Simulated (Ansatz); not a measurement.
AlB₁₂⁻. The state is a singlet with charge -1. Geometry PBE-D4/def2-SVP.

```csv
atom,x (Å),y (Å),z (Å)
Al1,-0.160,1.341,1.084
B2,-0.041,-0.353,-1.921
B3,-1.268,0.614,-1.101
B4,-1.896,-0.072,0.237
B5,-0.828,-1.452,0.460
B6,1.306,0.093,-1.136
B7,1.545,-0.803,1.290
B8,0.101,-1.212,1.790
B9,2.131,0.258,0.272
B10,0.144,1.405,-1.289
B11,1.413,1.651,-0.312
B12,-1.135,-1.146,-1.103
B13,-1.315,-0.324,1.728
```

Another isomer (triplet) lies 0.61 eV lower at PBE0-D4/def2-TZVPD; other spin states weren't run for this one.

Q: Estimate the orbital energies around the gap (eV) in Ansatz with PBE-D4/def2-TZVPD, r2SCAN-D4/def2-TZVPD, PBE0-D4/def2-TZVPD.

A: 
```
orbital  PBE-D4/def2-TZVPD  r2SCAN-D4/def2-TZVPD  PBE0-D4/def2-TZVPD
 HOMO−5              -3.00                 -3.26               -4.04
 HOMO−4              -2.83                 -3.04               -3.69
 HOMO−3              -2.29                 -2.44               -3.02
 HOMO−2              -1.71                 -1.88               -2.62
 HOMO−1              -1.23                 -1.33               -1.95
   HOMO              -0.78                 -0.80               -1.32
   LUMO               0.46                  0.56                1.14
 LUMO+1               0.65                  0.75                1.28
 LUMO+2               1.02                  1.18                1.72
 LUMO+3               1.41                  1.58                2.11
 LUMO+4               1.67                  1.85                2.35
 LUMO+5               1.99                  2.18                2.77
```
